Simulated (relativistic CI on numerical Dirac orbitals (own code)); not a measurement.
**Ni4+ in a cubic cluster: 3s photoemission with charge transfer**

Computed with a charge-transfer multiplet model of a cubic metal-ligand cluster with up to 3 ligand holes, Slater and spin-orbit integrals from Dirac-Coulomb-Breit ions, Slater integrals scaled by 0.7. The parameters are those of a tetrahedral site (10Dq negative, t2 hopping the larger). The ground state mixes d6 with configurations of k ligand holes L, whose averages lie at kΔ + k(k − 1)U_dd/2; a core hole lowers each added d electron by U_cd. 300 K, Lorentzian 1.4 eV and Gaussian 0.8 eV FWHM.

Atomic integrals in eV (Slater integrals scaled, ζ unscaled), ground: F2dd 9.934, F4dd 6.234, zeta_d 0.099; with the core hole: F2dd 10.577, F4dd 6.666, zeta_d 0.110, G2cd 10.197.

Cluster parameters (eV): Δ = 1.9, U_dd = 6.6, U_cd = 7.5, 10Dq(ligand) = 0, V(eg) = 1.35, V(t2g) = -2.29, final-state hopping factor = 1.

```csv
Case,n_d,d6,d7L,d8L2,d9L3,S
10Dq = -1.2 eV,6.42,0.61,0.35,0.03,0.00,1.97
10Dq = -0.9 eV,6.42,0.61,0.35,0.03,0.00,1.99
10Dq = -0.6 eV,6.43,0.61,0.36,0.03,0.00,1.99
10Dq = -0.3 eV,6.43,0.61,0.36,0.03,0.00,1.99
10Dq = 0 eV,6.44,0.60,0.36,0.04,0.00,2.00
```

Weights, n_d and S are thermal averages at 300 K. Binding energies count from the first peak over 30 % of the highest in each spectrum, which can be another peak from case to case. The parameters are a model scan and need not match a compound or its usual spin state. Peaks in eV (height, largest 100):
- 10Dq = -1.2 eV: 0.0 (100), 7.8 (58), 11.0 (16), 15.1 (21), 21.0 (8)
- 10Dq = -0.9 eV: 0.0 (100), 7.8 (59), 10.8 (16), 15.1 (22), 21.0 (8)
- 10Dq = -0.6 eV: 0.0 (100), 7.7 (60), 15.0 (23), 21.0 (8)
- 10Dq = -0.3 eV: 0.0 (100), 7.7 (60), 15.0 (23), 21.2 (8)
- 10Dq = 0 eV: 0.0 (100), 7.7 (61), 15.0 (23), 21.3 (8)

Curve for 10Dq = 0 eV (points under 2 left out, the grid thinned):

E (eV), Intensity and a bar:
```
     -3.6        4.8 #
     -3.0        6.7 #
     -2.4       10.1 ##
     -1.8       16.9 #####
     -1.2       33.0 #########
     -0.6       68.7 ####################
      0.0      100.0 ##############################
      0.6       73.8 ######################
      1.3       34.1 ##########
      1.9       21.6 ######
      2.5       17.9 #####
      3.1       17.0 #####
      3.7       15.7 ####
      4.3       13.0 ###
      4.9       12.6 ###
      5.5       14.8 ####
      6.1       19.6 #####
      6.7       32.3 #########
      7.3       54.0 ################
      7.9       58.5 #################
      8.5       39.8 ############
      9.1       24.7 #######
      9.8       18.5 #####
     10.4       16.9 #####
     11.0       14.3 ####
     11.6       10.6 ###
     12.2        8.9 ##
     12.8        9.2 ##
     13.4       10.0 ##
     14.0       13.2 ###
     14.6       20.5 ######
     15.2       22.5 ######
     15.8       15.8 ####
     16.4       10.6 ###
     17.0        7.8 ##
     17.6        5.8 #
     18.2        4.7 #
     18.9        4.7 #
     19.5        6.0 #
     20.1        6.9 #
     20.7        7.3 ##
     21.3        7.8 ##
     21.9        6.3 #
     22.5        3.6 
     23.1        2.1
```

For the case 10Dq = -0.3 eV, Δ = 1.9 eV is smaller than U_dd = 6.6 eV, the charge-transfer side of the Zaanen-Sawatzky-Allen scheme. With the core hole the average of the configuration with one ligand hole lies at Δ − U_cd = -5.6 eV before mixing: it lies below the unscreened one, so the lowest final states are mostly screened and the unscreened weight appears at higher binding energy as a satellite.

Without intra-shell correlation the exchange splitting of the 3s hole comes out too large.
